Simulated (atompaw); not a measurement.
Before and after: PAW (atompaw) potential for phosphorus

phosphorus (P), PAW, made with atompaw 4.2.0.5 (PBE, scalar-relativistic). Core [Ne], reference 3s2 3p3. Waves: 3s (bound): rc 1.35 bohr; 3s channel at 0.05 Ry: rc 1.95 bohr; 3p (bound): rc 1.95 bohr; 3p channel at 0.45 Ry: rc 1.95 bohr. Local part: troulliermartins scheme with l = 2 at 0 Ry, radius 1.90 bohr. Core correction: smooth core density matched at 1.60 bohr. Augmentation charge: sinc compensation charge, radius 1.65 bohr; PAW radius 1.95 bohr; waves and projectors: custom polynom gramschmidtortho.

Change: all radii scaled by about 1.12 (s 1.50, p 2.18 bohr); local potential troulliermartins scheme with l = 2 at 0 Ry, radius 2.12 bohr; augmentation sinc compensation charge, radius 1.84 bohr; PAW radius 2.18 bohr; waves and projectors: custom polynom gramschmidtortho; core correction smooth core density matched at 1.78 bohr.

Cutoffs: the cutoffs (Ry, on a coarse ladder) from which the occupation-weighted sum of valence levels, in a spherical-Bessel basis at the reference potential, stays within 10 and 1 mRy of its value at 400 Ry; they do not see the model core or the augmentation charge, which bear on the density cutoff.

Q: What does the change do?

A: The potential gets softer (21 Ry and 35 Ry → 18 Ry and 30 Ry); neither file shows a bound ghost. A larger radius leaves more room for a smooth pseudo-wave, so fewer plane waves are needed.

```tsv
quantity	base	changed
cutoff, loose	21 Ry	18 Ry
cutoff, tight	35 Ry	30 Ry
bound ghosts	none	none
lowest overlap eigenvalue by channel	s 0.01, p 0.76	s 0.05, p 0.88
```

 The cutoffs see the waves, projectors and local potential, not the compensation charge or the core.
